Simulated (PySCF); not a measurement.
**Palladium: a sound run and one with changed settings**

Sound run: Pd [Kr] 4d10, Pd⁺ [Kr] 4d9. Calculation: PySCF 2.14, in aug-cc-pVDZ-PP with ECP28MDF (5s5p4d2f, 54 functions); scalar relativity through the core potential. The sound run starts from symmetry-adapted Hartree-Fock orbitals and uses a fine grid where one is needed.

Changed run: basis STO-3G, all-electron and non-relativistic. This setting is unsound on purpose.

| species | method | sound run (hartree) | changed run (hartree) | converged |
| --- | --- | --- | --- | --- |
| Pd | UHF | -126.60791 | -4888.59991 | yes |
| Pd | M06-2X | -127.37108 | -4890.56990 | yes |
| Pd | BP86 | -127.54859 | -4890.79322 | yes |
| Pd⁺ | UHF | -126.37647 | -4888.95469 | yes |
| Pd⁺ | M06-2X | -127.06020 | -4890.87071 | yes |
| Pd⁺ | BP86 | -127.22000 | -4891.09690 | yes |

Ionisation energy of Pd:

```csv
method,sound run (eV),changed run (eV)
UHF,6.298,-9.654
M06-2X,8.460,-8.186
BP86,8.941,-8.264
```

A minimal basis cannot let orbitals breathe on ionisation and holds almost no correlation. The Hamiltonian changed with the basis, so the totals do not compare. A negative ionisation energy or a positive MP2 energy shows that the occupation asked for is not the lowest one in this basis.

For comparison, NIST gives 8.337 eV between the lowest levels.
